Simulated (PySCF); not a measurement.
**Scalar relativity in Al⁺ (aluminium, charge +1)**

[Ne] 3s2, closed-shell 1S; PBE calculated with PySCF 2.14 in dyall-av3z (19s12p3d2f, 84 functions), once non-relativistic with a point nucleus and once with spin-free X2C-1e and a Gaussian nucleus.

```json
{"shell": "1s", "ε non-rel. (eV)": "-1516.2", "ε X2C (eV)": "-1519.1", "rms r non-rel. (bohr, spins averaged)": "0.1398", "rms r X2C (bohr, spins averaged)": "0.1394", "change of radius (%)": "-0.33"}
{"shell": "2s", "ε non-rel. (eV)": "-116.05", "ε X2C (eV)": "-116.47", "rms r non-rel. (bohr, spins averaged)": "0.6872", "rms r X2C (bohr, spins averaged)": "0.6853", "change of radius (%)": "-0.27"}
{"shell": "2p", "ε non-rel. (eV)": "-78.025", "ε X2C (eV)": "-77.964", "rms r non-rel. (bohr, spins averaged)": "0.6803", "rms r X2C (bohr, spins averaged)": "0.6800", "change of radius (%)": "-0.05"}
{"shell": "3s", "ε non-rel. (eV)": "-14.782", "ε X2C (eV)": "-14.807", "rms r non-rel. (bohr, spins averaged)": "2.558", "rms r X2C (bohr, spins averaged)": "2.553", "change of radius (%)": "-0.17"}
```

The total energy goes from -242.0126 to -242.4556 hartree.

Ionisation energy, Al⁺ [Ne] 3s2 (1S) → Al²⁺ [Ne] 3s1 (2S) (eV):

| method | non-relativistic | spin-free X2C | shift |
| --- | --- | --- | --- |
| UHF | 17.520 | 17.551 | 0.030 |
| LDA | 18.892 | 18.925 | 0.033 |
| PBE | 18.758 | 18.790 | 0.032 |
| PBE0 | 18.652 | 18.684 | 0.031 |
| r2SCAN | 18.381 | 18.413 | 0.031 |
| MP2 (valence) | 18.299 | 18.328 | 0.029 |
| SCS-MP2 (valence) | 18.454 | 18.484 | 0.029 |
| CCSD (valence) | 18.613 | 18.640 | 0.028 |
| CCSD(T) (valence) | 18.613 | 18.640 | 0.028 |
| CCSDT (valence) | 18.613 | 18.640 | 0.028 |
| FCI (valence) | 18.613 | 18.640 | 0.028 |

Relativity contracts and stabilises s shells directly. The contracted s shells screen the nucleus better, so for spin-averaged p shells the direct and indirect effects partly cancel.
